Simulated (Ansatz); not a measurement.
Start from `[F][Al]([F])[SeH]` and change one atom or group to get `[F][Al]([F])[I]`.

Ansatz, PBE0-D4/def2-TZVP geometries, multiplicity 1. Each molecule was computed in one conformer, which needn't be the lowest.

Elements past krypton have def2 core potentials. Scalar relativity is left out up to krypton.

```json
{"property": "HOMO energy (PBE0/def2-TZVPP) / eV", "`[F][Al]([F])[SeH]`": "-7.91"}
{"property": "HOMO–LUMO gap (ωB97M-V/def2-TZVPP) / eV", "`[F][Al]([F])[SeH]`": "10.52"}
{"property": "HOMO–LUMO gap (B3LYP/def2-TZVPP) / eV", "`[F][Al]([F])[SeH]`": "6.17"}
{"property": "size of the dipole moment (PBE/def2-TZVPP) / D", "`[F][Al]([F])[SeH]`": "1.39"}
{"property": "LUMO energy (B3LYP/def2-TZVPP) / eV", "`[F][Al]([F])[SeH]`": "-1.48"}
{"property": "size of the dipole moment (B3LYP/def2-TZVPP) / D", "`[F][Al]([F])[SeH]`": "1.39"}
```

Give the same properties after the change, and the shifts. (An estimate is asked.)

Computed: 
```json
{"property": "HOMO energy (PBE0/def2-TZVPP) / eV", "`[F][Al]([F])[I]`": "-8.39", "shift": "-0.48"}
{"property": "HOMO–LUMO gap (ωB97M-V/def2-TZVPP) / eV", "`[F][Al]([F])[I]`": "10.63", "shift": "0.11"}
{"property": "HOMO–LUMO gap (B3LYP/def2-TZVPP) / eV", "`[F][Al]([F])[I]`": "6.24", "shift": "0.07"}
{"property": "size of the dipole moment (PBE/def2-TZVPP) / D", "`[F][Al]([F])[I]`": "1.12", "shift": "-0.27"}
{"property": "LUMO energy (B3LYP/def2-TZVPP) / eV", "`[F][Al]([F])[I]`": "-1.87", "shift": "-0.39"}
{"property": "size of the dipole moment (B3LYP/def2-TZVPP) / D", "`[F][Al]([F])[I]`": "1.12", "shift": "-0.27"}
```

With PBE0 the HOMO falls by 0.48 eV and the LUMO falls by 0.41 eV, so the gap widens by about 0.07 eV. PBE moves the HOMO by -0.47 eV and ωB97M-V by -0.49 eV. The zero-point energy changes by -19.7 kJ/mol with -3 modes. Dipoles are sizes alone; their direction can turn.

B3LYP here is the variant with VWN-RPA as its local correlation; programs differ in this.

Spin–orbit coupling is left out; it splits and shifts lone-pair levels of the heavy atoms by tenths of an eV.
